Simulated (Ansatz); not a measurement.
```yaml
crystal:
  periodic: [false, false, false]
  atoms:
    - {symbol: O, position_ang: [-0.552160, -0.393059, 1.439080]}
    - {symbol: Mn, position_ang: [-0.001394, -0.140711, 0.020894]}
    - {symbol: O, position_ang: [1.449905, -0.643818, -0.116544]}
    - {symbol: O, position_ang: [-0.915544, -0.759809, -1.055825]}
    - {symbol: Cl, position_ang: [-0.252160, -0.393059, 1.489080]}
basis:
  gaussian: {orbitals: def2-mTZVPP, final_grid: {core_spheres: 20, valence_spheres: 16, degree: 47}}
magnetization: {spin_polarized: true, initial_magnetization: 0}
hamiltonian: {xc: {name: wB97M-V}}
```

```sh
$ ansatz run in.yaml --threads 4 --pin off --events-out ev --progress --plain --max-ram 10444MiB
```

It prints (some lines left out):

```
Functional definition: wB97M-V
1120 factors; their error is unknown
287 factors; integrals over basis functions are off by at most 6.2e-6 eV
mean field evaluation 1: about -48585.4684 eV, gradient 1.1e2 eV
mean field evaluation 2: about -48591.4290 eV, gradient 8.1e1 eV
mean field evaluation 4: about -48607.4681 eV, gradient 1.5e1 eV
mean field evaluation 8: about -48608.1401 eV, gradient 9.2e-1 eV
mean field evaluation 16: about -48608.3872 eV, gradient 1.1e-1 eV
mean field evaluation 32: about -48608.3878 eV, gradient 2.5e-4 eV
mean field evaluation 160: about -48608.5176 eV, gradient 2.0e-4 eV
mean field evaluation 224: about -48608.5176 eV, gradient 4.5e-5 eV
a density is far from that of the atoms, so the factors are made again for it
1303 factors; integrals over basis functions are off by at most 1.7e-4 eV
287 factors; integrals over basis functions are off by at most 6.2e-6 eV
mean field -48608.52281159 eV, -1786.3302652858 hartree, gradient 2.5e-5 eV, S^2 0.640679; 0 other end points of the search recorded, 0 dependent functions left out
reference -48608.52287289 eV, -1786.3302675384 hartree; 33, 33 occupied and 99, 99 virtual orbitals, 1303 factors
Total energy: -48608.52287289 eV, -1786.3302675384 hartree
```

Q: What is wrong with this run?

A: One atom was put on top of another. Self-consistency was reached. The result belongs to that input, not to the molecule as meant.
